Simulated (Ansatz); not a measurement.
Basis-set extrapolation for `NC1=N[SiH2]S1` (PBE0-D4/def2-TZVP geometry, frozen core, the Gaussian-basis code of Ansatz). Multiplicity 1, RHF reference.

```
                      def2-TZVPP   def2-QZVPP
                 HF  -835.670028  -835.697072
    MP2 correlation    -0.850521    -0.914595
CCSD(T) correlation    -0.924965      not run
```

Energies in hartree. Use E(X) = E(∞) + A·exp(−7.88·√X) for Hartree–Fock and E(X) = E(∞) + B·X^(−2.97) for correlation, with X = 3 and 4, and add CCSD(T) minus MP2 of the smaller set to the MP2 limit.

Q: What is the CCSD(T) energy at the basis-set limit?

A: HF limit: -835.697072 + (-0.027044) × 0.13774 = -835.70080. MP2 limit: -0.914595 + (-0.064074) × 0.74074 = -0.96206. Higher-order term: -0.924965 − (-0.850521) = -0.07444. Total: -836.73730 hartree, 373.6 kJ/mol below CCSD(T)/def2-TZVPP.
